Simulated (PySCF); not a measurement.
BI2, charge +1, multiplicity 1. Atoms are numbered in the order given.

```xyz
3

I      0.0000     0.0000    -1.9618
B      0.0000     0.0000     0.0000
I      0.0000     0.0000     1.9618
```
Charge +1, spin multiplicity 1.

Geometry: ωB97X-D3(BJ)/def2-TZVP. The spin state was assumed, not searched. The isomer is the one that the SMILES or the coordinates give; other isomers of the formula were not compared. The def2 effective core potentials stand for the cores of I; spin–orbit coupling is left out.

Level of theory: TDA-LC-ωPBE/def2-SVPD in PySCF.

Vertical excitations; the highest root listed may be one member of a degenerate set. The molecule is in vacuum. State labels are in the subgroup D2h.

```csv
state,symmetry,energy (eV),λ (nm),f,main pairs
S1,Au,4.51,275,0.000,"HOMO−1→LUMO 50 %, HOMO→LUMO+1 50 %"
S2,Au,4.66,266,0.000,"HOMO→LUMO+1, HOMO−1→LUMO (degenerate set)"
S3,B1u,4.66,266,0.000,"HOMO−1→LUMO+1, HOMO→LUMO (degenerate set)"
S4,B1g,5.66,219,0.000,"HOMO−2→LUMO 49 %, HOMO−3→LUMO+1 49 %"
S5,Ag,5.89,210,0.000,"HOMO−3→LUMO, HOMO−2→LUMO+1 (degenerate set)"
S6,B1g,5.89,210,0.000,"HOMO−3→LUMO+1, HOMO−2→LUMO (degenerate set)"
S7,B1u,6.53,190,1.138,"HOMO→LUMO 43 %, HOMO−1→LUMO+1 43 %, HOMO−4→LUMO+2 10 %"
S8,B3g,6.73,184,0.000,HOMO→LUMO+2 (degenerate set)
S9,B2g,6.73,184,0.000,HOMO−1→LUMO+2 (degenerate set)
S10,B2g,7.55,164,0.000,HOMO−4→LUMO+1 95 %
T1,B1u,4.03,308,0,"HOMO−1→LUMO+1 49 %, HOMO→LUMO 49 %"
T2,Au,4.24,292,0,"HOMO−1→LUMO, HOMO→LUMO+1 (degenerate set)"
T3,B1u,4.24,292,0,"HOMO→LUMO, HOMO−1→LUMO+1 (degenerate set)"
T4,Au,4.51,275,0,"HOMO→LUMO+1 50 %, HOMO−1→LUMO 50 %"
```
Triplets are in the Tamm–Dancoff approximation.
